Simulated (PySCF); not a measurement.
SMILES O=Cc1ccccc1[SiH3] (C7H8OSi), GFN2-xTB optimised geometry.

```
17

O     -1.02    -2.84     0.00
C     -1.63    -1.79     0.00
C     -0.97    -0.50     0.00
C     -1.70     0.69     0.00
C     -1.03     1.90     0.00
C      0.36     1.92     0.00
C      1.07     0.73     0.00
C      0.43    -0.50     0.00
Si     1.37    -2.14     0.00
H     -2.73    -1.77     0.00
H     -2.78     0.66     0.00
H     -1.59     2.83     0.00
H      0.88     2.86     0.00
H      2.15     0.76     0.00
H      1.17    -2.86     1.25
H      2.78    -1.70     0.00
H      1.16    -2.86    -1.25
```

Density from PBE0/def2-SVP in PySCF at that geometry.

Minimum of the electron density along straight lines between bonded atoms, close to the bond critical point (lines longer than 1.1 times the sum of covalent radii, or with two minima, are not listed):

```
bond     length / Å  ρ at the minimum / e bohr⁻³  ∇²ρ there / e bohr⁻⁵  position (fraction from the first atom)
-------  ----------  ---------------------------  --------------------  ---------------------------------------
O1–C2         1.212                        0.405                  0.41                                     0.67
C2–C3         1.448                        0.288                 -0.74                                     0.51
C3–C4         1.396                        0.306                 -0.77                                     0.50
C4–C5         1.379                        0.315                 -0.82                                     0.50
C5–C6         1.389                        0.310                 -0.79                                     0.50
C6–C7         1.385                        0.313                 -0.81                                     0.50
C3–C8         1.400                        0.303                 -0.75                                     0.51
C7–C8         1.387                        0.310                 -0.78                                     0.50
C8–Si9        1.896                        0.109                  0.34                                     0.62
C2–H10        1.104                        0.279                 -1.06                                     0.64
C4–H11        1.081                        0.283                 -1.08                                     0.63
C5–H12        1.080                        0.284                 -1.09                                     0.63
C6–H13        1.081                        0.284                 -1.09                                     0.63
C7–H14        1.080                        0.285                 -1.10                                     0.64
Si9–H15       1.458                        0.118                  0.32                                     0.49
Si9–H16       1.481                        0.114                  0.31                                     0.49
Si9–H17       1.458                        0.118                  0.32                                     0.49
```
